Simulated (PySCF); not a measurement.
Input of a run (PBE0-D3(BJ)/def2-SVP geometry optimisation, gas phase (PySCF 2.14.0)), started from GFN2-xTB:
```
{"job": {"xc": "PBE0", "basis": "def2-SVP", "d3": "d3bj", "grid": 1, "shake": 0.01, "kind": "geom"}, "charge": 0, "multiplicity": 1}
C      1.987320     0.249850     0.278280
C      0.462230     0.332460     0.426190
O     -0.127220     1.020980     1.242470
N     -0.237440    -0.414250    -0.413470
Si    -2.007200    -0.260280    -0.176330
H      2.243320     0.637180    -0.718060
H      2.448750     0.896380     1.028540
H      2.326040    -0.746140     0.377840
H      0.185720    -0.983820    -1.080030
H     -2.338760    -0.728600     1.181070
H     -2.525530    -1.161290    -1.191700
H     -2.377540     1.129250    -0.419690
```

Output (energies in Eh, forces in Eh/bohr):
```
step   0  E = -499.32142566  max force = 0.045710
step   1  E = -499.32822170  max force = 0.008423
step   2  E = -499.32858277  max force = 0.004780
step   3  E = -499.32861906  max force = 0.001398
step   4  E = -499.32864215  max force = 0.000735
step   5  E = -499.32864079  max force = 0.001002
step   6  E = -499.32864693  max force = 0.000102
optimisation converged
```

Q: Summarise the run.

A: The energy falls by 4.5 kcal/mol over 7 energy and gradient evaluations, the largest force component goes from 0.0457 to 1.0e-04 Eh/bohr, and the atoms move by 0.071 Å rms after alignment. Among the bonds, C2–N4 and C1–H8 change most and about equally (+0.044 to +0.045 Å). Bonds longer at the end by more than 0.005 Å: 6 of 11; shorter: 2. Among the angles that change most is C2–N4–Si5, from 112.9° to 116.9°. The energy rose by more than 1e-6 Eh at step 5. The first step brought 94 % of the lowering.

Q: What are the final bond lengths?

A: C1–C2 1.508 Å, C2=O3 1.217 Å, C2–N4 1.369 Å, N4–Si5 1.772 Å, C1–H6 1.101 Å, C1–H7 1.096 Å, C1–H8 1.101 Å, N4–H9 1.013 Å, Si5–H10 1.488 Å, Si5–H11 1.494 Å, Si5–H12 1.488 Å. Numbering counts from 1 in the input's order; the species is `N([SiH3])C(C)=O`.

The run used 109 basis functions and 47 SCF cycles in all. The run took 18 s of wall time on one thread of an Intel Xeon 6975P-C, no GPU (shared host), and the process peaked at 0.45 GiB of memory.

No PBE0-D3(BJ)/def2-SVP frequencies stand behind this structure, so it isn't proved a minimum. One conformer, not necessarily the lowest.

Conformer computed: `[CH3:1][C:2](=[O:3])[NH:4][SiH3:5]`: C1–C2–N4–Si5 -179°.
